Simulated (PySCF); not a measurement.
Computed IR spectrum (relative IR intensity) of a molecule CH7AlO2Si. The structure is a stationary point at PBE-D3(BJ)/def2-SVP. One conformer was computed; it need not be the lowest. Calculation: PySCF with PBE-D3(BJ)/def2-SVP. Frequencies are harmonic and unscaled.

ν (cm⁻¹): 157 (vw), 291 (w), 464 (m), 641 (m), 705 (w), 712 (w), 737 (m), 916 (m), 967 (vs), 1093 (vs), 1140 (w), 1207 (s), 1431 (vw), 1972 (m), 2144 (m), 2160 (s), 2910 (m), 2986 (w), 2996 (w) (against the strongest line: vs over 80 %, s over 45 %, m over 15 %, w over 4 %, vw less)

Question: Which molecule gave these data?
(A) C[O][Al]([OH])[SiH3]
(B) C[SiH2][Al]([OH])[OH]
(C) C[O][AlH][O][SiH3]
(D) [CH3][Al]([OH])[O][SiH3]

Answer: C, C[O][AlH][O][SiH3]
